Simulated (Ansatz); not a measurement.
Ge18BH28, a doped nanocrystal cut from the lattice of germanium (B on an inner site), relaxed as a doublet with UKS PBE-D4/def2-SVP in Ansatz, starting from the GFN2-xTB geometry. Force threshold 0.03 eV/Å.

Single mean-field runs in def2-SVP are fitted with def2-universal-jkfit.

Start:

Cartesian coordinates in Å:
```
Ge -0.3848 -0.0262 -2.0081
Ge 3.2294 -3.2055 0.0640
Ge -4.1667 0.9860 -1.5403
Ge -0.4118 -1.8526 0.7555
Ge -1.3768 3.7844 -2.1164
Ge 1.9534 0.5209 0.2651
Ge -1.1658 1.3592 0.9865
Ge 2.3171 -1.5704 3.5892
Ge -2.6772 -0.5924 -2.6273
Ge -0.0103 2.0832 -3.1794
Ge -3.7201 3.2020 -2.4470
Ge 0.8675 -3.6903 -0.2207
Ge 3.5877 -0.9598 -0.7857
B -0.0024 -0.0006 -0.0005
Ge 3.7220 -3.2016 2.4504
Ge -3.5742 1.0018 0.8144
Ge -0.0046 -2.1257 3.1481
Ge -0.9072 3.6774 0.2631
Ge 2.7172 0.6023 2.5834
H 0.5008 -1.0591 -2.7424
H 4.1061 -4.2330 -0.6695
H -5.6403 0.6029 -1.7472
H -1.8950 -2.2361 0.5492
H -1.0866 5.1830 -2.6832
H 2.2559 1.9229 -0.3099
H -0.8633 1.3705 2.5023
H 2.6191 -1.5572 5.0957
H -2.8672 -0.5799 -4.1374
H -3.0511 -2.0230 -2.2779
H -0.3304 1.9670 -4.6636
H 1.4508 2.5013 -3.2049
H -4.1076 3.2834 -3.9174
H -4.6391 4.2450 -1.8262
H 0.5367 -3.9343 -1.6848
H 0.4962 -5.0258 0.4115
H 3.5218 -0.9389 -2.3047
H 5.0151 -0.4943 -0.5274
H 3.5562 -4.5910 3.0499
H 5.1987 -2.9304 2.7051
H -4.0409 -0.2693 1.5060
H -4.3510 2.0714 1.5704
H -0.3345 -3.5374 3.6160
H -0.9335 -1.2838 4.0082
H 0.4686 4.2454 0.5726
H -1.8149 4.6118 1.0509
H 4.1859 0.9916 2.6753
H 2.0509 1.7051 3.3891
```

**Question.** Estimate the energy that the relaxation releases and the steps that it takes.

**Answer.** 20.3 kcal/mol, in 16 steps; 78 s on 11 threads of AMD EPYC 7R13 on a shared host and a whole NVIDIA H100 80GB HBM3. The force fell under the threshold at step 12, but the optimiser went on and released 0.008 eV more. No frequencies were taken in this run, so the end may be a saddle point.

**Question.** Does the start keep its bonding and symmetry?

**Answer.** By distances, no bond broke or formed. The bond that changes most is Ge4–B14, from 2.04 to 2.13 Å (atoms count from 1). Point group D2d at the start, C2 at the end, both within 0.05 Å.

**Question.** Predict the relaxed structure.

**Answer.** 
```xyz
47

Ge   -0.298   -0.090   -2.178
Ge    3.146   -3.106    0.041
Ge   -4.086    0.809   -1.473
Ge   -0.563   -1.731    0.779
Ge   -1.320    3.679   -2.066
Ge    2.093    0.653    0.190
Ge   -1.130    1.199    1.097
Ge    2.195   -1.403    3.569
Ge   -2.612   -0.740   -2.668
Ge    0.063    2.076   -3.282
Ge   -3.684    3.079   -2.311
Ge    0.768   -3.531   -0.318
Ge    3.678   -0.901   -0.864
B     0.146    0.046   -0.162
Ge    3.550   -3.121    2.459
Ge   -3.550    0.819    0.917
Ge   -0.154   -1.983    3.188
Ge   -0.759    3.534    0.307
Ge    2.708    0.770    2.561
H     0.652   -1.100   -2.901
H     3.954   -4.248   -0.653
H    -5.593    0.462   -1.687
H    -2.063   -2.013    0.446
H    -1.080    5.150   -2.532
H     2.376    2.051   -0.453
H    -0.679    1.153    2.592
H     2.517   -1.428    5.096
H    -2.911   -0.643   -4.195
H    -2.912   -2.201   -2.222
H    -0.377    2.037   -4.776
H     1.559    2.499   -3.224
H    -4.069    3.165   -3.819
H    -4.562    4.106   -1.535
H     0.363   -3.595   -1.819
H     0.302   -4.849    0.379
H     3.527   -0.902   -2.413
H     5.152   -0.537   -0.516
H     3.212   -4.530    3.031
H     5.063   -2.852    2.716
H    -4.008   -0.482    1.634
H    -4.267    2.021    1.606
H    -0.386   -3.482    3.551
H    -1.124   -1.130    4.053
H     0.711    3.932    0.628
H    -1.713    4.406    1.184
H     4.231    1.057    2.732
H     1.931    1.893    3.309
```
Bond lengths: 20 × Ge–Ge 2.44 to 2.49 Å; 4 × B–Ge 2.07 to 2.13 Å; 28 × Ge–H 1.55 to 1.56 Å.
